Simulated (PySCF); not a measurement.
PySCF input (HF/def2-TZVPD):

```python
from pyscf import gto, scf, dft

mol = gto.M(
    atom='''
    Si    0.01791913    0.05816997   -0.17974360
    C     1.84861681    0.24977677   -0.26944181
    C    -0.69961421   -1.34289581   -1.13954807
    C    -0.99112965    1.59893598   -0.11591891
    O    -0.15035117   -0.50101857    1.62187271
    H     2.11471398    0.59233956   -1.27373063
    H     2.37590250   -0.69319574   -0.10927226
    H     2.21989617    0.99162864    0.43907298
    H    -0.64384661   -1.10416864   -2.20593680
    H    -1.75132893   -1.51212435   -0.90160093
    H    -0.14926907   -2.27326055   -0.98821180
    H    -2.03734045    1.40352925    0.12931732
    H    -0.98164141    2.06341328   -1.10633488
    H    -0.58814504    2.32572473    0.59088184
    H     0.44122621   -1.15879397    2.01951306
    H    -0.99546353   -0.47622487    2.09718365
    ''',
    basis='def2-tzvpd',
    charge=1,
    spin=0,
    verbose=4,
)

mf = scf.RHF(mol).density_fit(auxbasis='def2-universal-jkfit')
mf.conv_tol = 1e-9
mf.max_cycle = 100
mf.max_memory = 1500
mf.kernel()
if not mf.converged:
    mf = mf.newton()
    mf.kernel(mf.make_rdm1())
mf.analyze()
```

End of the output:

```
Extra cycle  E= -483.724584499615  delta_E= -1.69e-11  |g|= 2.64e-06  |ddm|= 2.46e-05
converged SCF energy = -483.724584499615
**** SCF Summaries ****
Total Energy =                        -483.724584499615389
Nuclear Repulsion Energy =             258.558317050040159
One-electron Energy =                -1169.246450303437541
Two-electron Energy =                  426.963548753781993
Two-electron Coulomb Energy =          474.943854156907321
DFT Exchange-Correlation Energy =      -47.980305403125328
HOMO-LUMO gap [eV] =                    13.886959558109000
**** MO energy ****
MO #1   energy= -68.9755477798295  occ= 2
MO #2   energy= -20.8633676890279  occ= 2
MO #3   energy= -11.3678776259339  occ= 2
MO #4   energy= -11.3678693201803  occ= 2
MO #5   energy= -11.3664508103771  occ= 2
MO #6   energy= -6.32300831347073  occ= 2
MO #7   energy= -4.43040826146938  occ= 2
MO #8   energy= -4.42790514429247  occ= 2
MO #9   energy= -4.42778491620677  occ= 2
MO #10  energy= -1.65435662132765  occ= 2
MO #11  energy= -1.14664240480742  occ= 2
MO #12  energy= -1.10081883027336  occ= 2
MO #13  energy= -1.09816066123666  occ= 2
MO #14  energy= -1.01830521012993  occ= 2
MO #15  energy= -0.959235766982175 occ= 2
MO #16  energy= -0.826751611543372 occ= 2
MO #17  energy= -0.767868795871075 occ= 2
MO #18  energy= -0.73364270711199  occ= 2
MO #19  energy= -0.732556004976446 occ= 2
MO #20  energy= -0.716312999812994 occ= 2
MO #21  energy= -0.709302094537904 occ= 2
MO #22  energy= -0.70610074160842  occ= 2
MO #23  energy= -0.701792382952702 occ= 2
MO #24  energy= -0.621466171652959 occ= 2
MO #25  energy= -0.616137441681726 occ= 2
MO #26  energy= -0.105801086602192 occ= 0
MO #27  energy= -0.0548575065666774 occ= 0
MO #28  energy= -0.0512471216695357 occ= 0
MO #29  energy= -0.0401293646208694 occ= 0
MO #30  energy= -0.0165784524356252 occ= 0
MO #31  energy= -0.00950032567833754 occ= 0
MO #32  energy= -0.00339834278447101 occ= 0
MO #33  energy= 0.000739753017643424 occ= 0
MO #34  energy= 0.00946340617708404 occ= 0
MO #35  energy= 0.0101423536220775 occ= 0
MO #36  energy= 0.0150691510587841 occ= 0
MO #37  energy= 0.0363228785332973 occ= 0
MO #38  energy= 0.037169888215596  occ= 0
MO #39  energy= 0.0451142660531493 occ= 0
MO #40  energy= 0.0587944060615343 occ= 0
MO #41  energy= 0.0679533872349787 occ= 0
MO #42  energy= 0.0681758317376541 occ= 0
MO #43  energy= 0.0709097125774903 occ= 0
MO #44  energy= 0.0724067689507152 occ= 0
MO #45  energy= 0.0845828719105158 occ= 0
MO #46  energy= 0.0862689996990259 occ= 0
MO #47  energy= 0.101238273685275  occ= 0
MO #48  energy= 0.126876853358057  occ= 0
MO #49  energy= 0.133137658055179  occ= 0
MO #50  energy= 0.148329777390026  occ= 0
MO #51  energy= 0.148688232651351  occ= 0
MO #52  energy= 0.152792075985583  occ= 0
MO #53  energy= 0.156596318686966  occ= 0
MO #54  energy= 0.159927753439631  occ= 0
MO #55  energy= 0.161719541773247  occ= 0
MO #56  energy= 0.172476414402496  occ= 0
MO #57  energy= 0.184275867804599  occ= 0
MO #58  energy= 0.19397632602166   occ= 0
MO #59  energy= 0.19420251741366   occ= 0
MO #60  energy= 0.203413848874452  occ= 0
MO #61  energy= 0.205963902131694  occ= 0
MO #62  energy= 0.213096527229965  occ= 0
MO #63  energy= 0.219608324644731  occ= 0
MO #64  energy= 0.230797942674622  occ= 0
MO #65  energy= 0.232303999512601  occ= 0
MO #66  energy= 0.233555575336435  occ= 0
MO #67  energy= 0.240950413999561  occ= 0
MO #68  energy= 0.247841901570031  occ= 0
MO #69  energy= 0.255201186060363  occ= 0
MO #70  energy= 0.255311542259558  occ= 0
MO #71  energy= 0.263302584341762  occ= 0
MO #72  energy= 0.266877106716196  occ= 0
MO #73  energy= 0.27060253478141   occ= 0
MO #74  energy= 0.280113401747194  occ= 0
MO #75  energy= 0.287897931345066  occ= 0
MO #76  energy= 0.293324779684415  occ= 0
MO #77  energy= 0.297902726620089  occ= 0
MO #78  energy= 0.301469741849053  occ= 0
MO #79  energy= 0.30238059546486   occ= 0
MO #80  energy= 0.3149738991758    occ= 0
MO #81  energy= 0.336947658754823  occ= 0
MO #82  energy= 0.33726122407803   occ= 0
MO #83  energy= 0.341964482752944  occ= 0
MO #84  energy= 0.349095984493898  occ= 0
MO #85  energy= 0.349178407701188  occ= 0
MO #86  energy= 0.360374194604682  occ= 0
MO #87  energy= 0.377640501543831  occ= 0
MO #88  energy= 0.384168675633421  occ= 0
MO #89  energy= 0.391044062416579  occ= 0
MO #90  energy= 0.399429876571176  occ= 0
MO #91  energy= 0.400243256176088  occ= 0
MO #92  energy= 0.407277402178628  occ= 0
MO #93  energy= 0.420066931540919  occ= 0
MO #94  energy= 0.424541064548177  occ= 0
MO #95  energy= 0.424784117398178  occ= 0
MO #96  energy= 0.434067818113578  occ= 0
MO #97  energy= 0.440214686750365  occ= 0
MO #98  energy= 0.44357227252253   occ= 0
MO #99  energy= 0.447113603645374  occ= 0
MO #100 energy= 0.462658409328909  occ= 0
MO #101 energy= 0.480903609948727  occ= 0
MO #102 energy= 0.481382786246834  occ= 0
MO #103 energy= 0.49997154375934   occ= 0
MO #104 energy= 0.503054839495593  occ= 0
MO #105 energy= 0.520434201074487  occ= 0
MO #106 energy= 0.523886358395207  occ= 0
MO #107 energy= 0.533705683916299  occ= 0
[...]
```

It need not be the lowest isomer of its formula.
